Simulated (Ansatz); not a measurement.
Consider the cleavage of the Si–Al bond: `C=[CH][Al]([CH3])[SiH3]` + `OB(O)Br` → `OB(Br)O[SiH3]` + `C=[CH][AlH][CH3]`.

Computed with Ansatz on PBE0-D4/def2-TZVP structures; ΔE is electronic, products minus reactants. CCSD(T)/CBS adds triple-zeta CCSD(T) − MP2 to the extrapolated MP2 energy (def2 sets, frozen cores). Functionals use def2-TZVPP. B3LYP here is the variant with VWN-RPA as its local correlation; programs differ in this. For Br outer-core shells are correlated without core-valence functions, which leaves a few kJ/mol of doubt a bond. Scalar relativity is left out up to krypton. Each species was taken in one conformer, which may not be the lowest.

Problem. Is it downhill or uphill in electronic energy at CCSD(T)/CBS, and by how much? (Best estimate.)

Solution. Ansatz gave: Downhill: ΔE = -0.86 eV.

Problem. What do these levels give: r2SCAN-D4, PBE0-D4, ωB97X-V, B2PLYP, B3LYP, HF/def2-QZVPP? (Estimate.)

Solution. Ansatz gave: r2SCAN-D4 -0.79, PBE0-D4 -0.65, ωB97X-V -0.84, B2PLYP -0.89, B3LYP -0.84, HF/def2-QZVPP -1.12 eV.

Largest T1 diagnostic among the species: 0.012.

In def2-TZVPP, CCSD(T) changes the Hartree–Fock value by +0.26 eV (the triples alone add +0.03 eV) and MP2 by +0.16 eV. From PBE to PBE0 (25 % exact exchange), in def2-TZVPP and without D4, ΔE moves by −0.08 eV.
